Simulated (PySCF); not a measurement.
SMILES CB(C)[Si](Cl)(Cl)Cl (C2H6BCl3Si), B3LYP/def2-SVP optimised geometry. Atoms within 1.6 Å of the plane z = 0.6 Å (x, y, z in Å): Si1 (1.50, 0.02, 0.00), Cl3 (2.33, -1.79, 0.61), Cl4 (2.31, 1.51, 1.21), B5 (-0.53, 0.02, 0.00), C6 (-1.29, -1.35, -0.06), C7 (-1.26, 1.40, 0.00), H8 (-0.73, -2.18, -0.53), H9 (-2.30, -1.28, -0.48), H10 (-1.41, -1.64, 1.01), H11 (-2.33, 1.35, 0.26), H13 (-0.77, 2.18, 0.60).

Method: B3LYP/def2-TZVP run with PySCF. Cells within 0.4 Å of a nucleus heavier than hydrogen are left out (blank, or x).

Map of the LUMO amplitude (bohr^(-3/2)) on the plane z = 0.6 Å; orbital energy -2.24 eV, overall sign arbitrary:

```
|222222222222222222222222222|
|222222222222222222333333322|
|222222222222222222333333332|
|222222222222222223333333333|
|222222222222222223333333333|
|222222222222222222333333333|
|222222222111122222333333333|
|222222222110122222233433333|
|222222211112222222223333333|
|222222112223333332222333333|
|222222222334444333222233333|
|222222223456655443322223333|
|222222333568876554332222333|
|222223334579986665433222233|
|233333333568876665433222233|
|333333233356665554332222333|
|333322222234444443222223333|
|333322210013333332212233333|
|3332222100123333321xx333333|
|2322222110122333222xx433333|
|222222221122233322233333333|
|222222222222233332233333333|
|222222222222233333333333333|
|222222222222233333333333333|
|222222222222233333333333333|
|222222222222233333333333332|
|222222222222222222333333222|
```
Scale: ten equal steps from -0.081 (start of '0') to 0.190 (end of '9'), in the order '0123456789'; x runs from -4.50 to 4.50, y from -4.50 (bottom) to 4.50 (top).
